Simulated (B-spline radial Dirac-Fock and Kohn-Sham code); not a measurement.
**Hf⁺ in Watson spheres of different radius**

Model: Dirac-Fock energy differences between relaxed states, corrected for Breit and QED terms. Program: a radial atomic solver. The ion, [Xe] 4f14 5d1 6s2, sits in a hollow sphere of charge Q = -1, a simple model of the Madelung potential. Inside the sphere an electron's potential energy is raised by the constant 14.40·|Q|/R eV, so binding energies fall by about that much as long as the orbitals stay inside.

```csv
radius (Å),14.40 |Q|/R (eV),1s (eV),2s (eV),2p1/2 (eV),2p3/2 (eV),3s (eV),3p1/2 (eV),3p3/2 (eV),3d3/2 (eV),3d5/2 (eV),4s (eV),4p1/2 (eV),4p3/2 (eV),4d3/2 (eV),4d5/2 (eV),4f5/2 (eV),4f7/2 (eV),5s (eV),5p1/2 (eV),5p3/2 (eV),5d (eV),6s (eV)
1.6,9.00,65349.8,11287.8,10748.4,9570.0,2615.2,2378.1,2122.2,1726.1,1671.5,552.0,454.3,396.0,235.4,224.8,25.36,23.71,79.16,48.45,40.53,6.80,6.07
2,7.20,65350.8,11288.9,10749.4,9571.0,2616.2,2379.1,2123.2,1727.1,1672.5,553.0,455.3,397.0,236.5,225.8,26.40,24.75,80.25,49.54,41.64,7.90,6.74
```

From the smallest to the largest radius 1s moves by +1.0 eV, while the constant potential alone would give +1.8 eV; the difference comes from charge outside the sphere and its screening.

Values without a named source are computed, but for edge energies of neutral atoms, which are taken from tables.
